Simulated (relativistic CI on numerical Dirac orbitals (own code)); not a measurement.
# Inner-shell lines of Ga²³⁺

Computed by Dirac-Coulomb-Breit CI, KLI orbitals optimised for each configuration, a model potential for QED, unscaled Slater integrals (own radial code, finite nucleus).

Configuration list: 1s2.2s2.2p4, 1s.2s2.2p5, 1s.2s2.2p4.3p, 1s.2s.2p6, 1s2.2s.2p5, 1s.2s.2p5.3p. Levels of other configurations are missing.

The table holds the strongest lines. The upper levels have an inner-shell vacancy. Auger decay, open to those above the ionisation limit, is not computed, and radiative decays to configurations outside the model are missing too. Absolute energies can be off by a few tenths of a per cent, so close lines can change order. LS names give the leading component, which can be well under half, for lower levels too. Brackets number the levels in order of energy.

```
  λ (Å)                     Upper                 Lower   A (s⁻¹)  gA (s⁻¹)
1.33279     1s.2s2.2p5 3P°_2 [10]  1s2.2s2.2p4 1D_2 [4]  1.15e+14  5.73e+14
1.33196     1s.2s2.2p5 1P°_1 [13]  1s2.2s2.2p4 1S_0 [5]  3.13e+14  9.40e+14
 1.3313       1s.2s.2p6 3S_1 [14]  1s2.2s.2p5 3P°_0 [8]  1.57e+14  4.72e+14
1.33115     1s.2s2.2p5 3P°_2 [10]  1s2.2s2.2p4 3P_1 [3]  2.37e+14  1.18e+15
1.33104     1s.2s2.2p5 3P°_1 [11]  1s2.2s2.2p4 1D_2 [4]  2.00e+14  6.00e+14
1.33083       1s.2s.2p6 1S_0 [15]  1s2.2s.2p5 1P°_1 [9]  1.13e+15  1.13e+15
 1.3294     1s.2s2.2p5 3P°_1 [11]  1s2.2s2.2p4 3P_1 [3]  1.61e+14  4.83e+14
1.32925       1s.2s.2p6 3S_1 [14]  1s2.2s.2p5 3P°_1 [7]  4.22e+14  1.27e+15
1.32803     1s.2s2.2p5 3P°_1 [11]  1s2.2s2.2p4 3P_0 [2]  3.08e+14  9.24e+14
1.32746     1s.2s2.2p5 3P°_2 [10]  1s2.2s2.2p4 3P_2 [1]  5.84e+14  2.92e+15
1.32712       1s.2s.2p6 3S_1 [14]  1s2.2s.2p5 3P°_2 [6]  7.68e+14  2.30e+15
1.32662     1s.2s2.2p5 1P°_1 [13]  1s2.2s2.2p4 1D_2 [4]  1.20e+15  3.59e+15
1.32621     1s.2s2.2p5 3P°_0 [12]  1s2.2s2.2p4 3P_1 [3]  9.25e+14  9.25e+14
1.32572     1s.2s2.2p5 3P°_1 [11]  1s2.2s2.2p4 3P_2 [1]  5.64e+14  1.69e+15
  1.325     1s.2s2.2p5 1P°_1 [13]  1s2.2s2.2p4 3P_1 [3]  7.20e+13  2.16e+14
1.16449    1s.2s.2p5.3p 5D_3 [59]  1s2.2s.2p5 3P°_2 [6]  2.92e+13  2.04e+14
1.16333    1s.2s.2p5.3p 3D_3 [62]  1s2.2s.2p5 3P°_2 [6]  6.66e+13  4.66e+14
1.16277    1s.2s.2p5.3p 3P_2 [64]  1s2.2s.2p5 3P°_2 [6]  8.55e+13  4.27e+14
1.16243    1s.2s.2p5.3p 3P_1 [65]  1s2.2s.2p5 3P°_2 [6]  1.42e+14  4.26e+14
1.16221    1s.2s.2p5.3p 5D_3 [66]  1s2.2s.2p5 3P°_2 [6]  4.00e+13  2.80e+14
1.16118  1s.2s2.2p4.3p 3D°_3 [19]  1s2.2s2.2p4 3P_2 [1]  7.52e+13  5.26e+14
 1.1608  1s.2s2.2p4.3p 3D°_3 [36]  1s2.2s2.2p4 1D_2 [4]  5.85e+13  4.09e+14
1.16042  1s.2s2.2p4.3p 3D°_2 [33]  1s2.2s2.2p4 3P_1 [3]  4.12e+13  2.06e+14
1.16008  1s.2s2.2p4.3p 3S°_1 [22]  1s2.2s2.2p4 3P_2 [1]  1.12e+14  3.36e+14
1.15991  1s.2s2.2p4.3p 3P°_1 [31]  1s2.2s2.2p4 3P_0 [2]  9.71e+13  2.91e+14
1.15983  1s.2s2.2p4.3p 3P°_2 [23]  1s2.2s2.2p4 3P_2 [1]  1.64e+14  8.20e+14
1.15962  1s.2s2.2p4.3p 3D°_2 [35]  1s2.2s2.2p4 3P_1 [3]  6.18e+13  3.09e+14
1.15961  1s.2s2.2p4.3p 3D°_3 [43]  1s2.2s2.2p4 1D_2 [4]  5.18e+13  3.63e+14
1.15952  1s.2s2.2p4.3p 1D°_2 [44]  1s2.2s2.2p4 1D_2 [4]  9.13e+13  4.57e+14
1.15933  1s.2s2.2p4.3p 5D°_3 [27]  1s2.2s2.2p4 3P_2 [1]  8.12e+13  5.68e+14
1.15874  1s.2s2.2p4.3p 3D°_3 [49]  1s2.2s2.2p4 1D_2 [4]  9.05e+13  6.34e+14
1.15867  1s.2s2.2p4.3p 1P°_1 [57]  1s2.2s2.2p4 1S_0 [5]  1.74e+14  5.21e+14
1.15856  1s.2s2.2p4.3p 1D°_2 [50]  1s2.2s2.2p4 1D_2 [4]  9.10e+13  4.55e+14
1.15841    1s.2s.2p5.3p 3D_3 [76]  1s2.2s.2p5 3P°_2 [6]  5.92e+13  4.15e+14
1.15816  1s.2s2.2p4.3p 3P°_2 [46]  1s2.2s2.2p4 3P_1 [3]  5.90e+13  2.95e+14
```
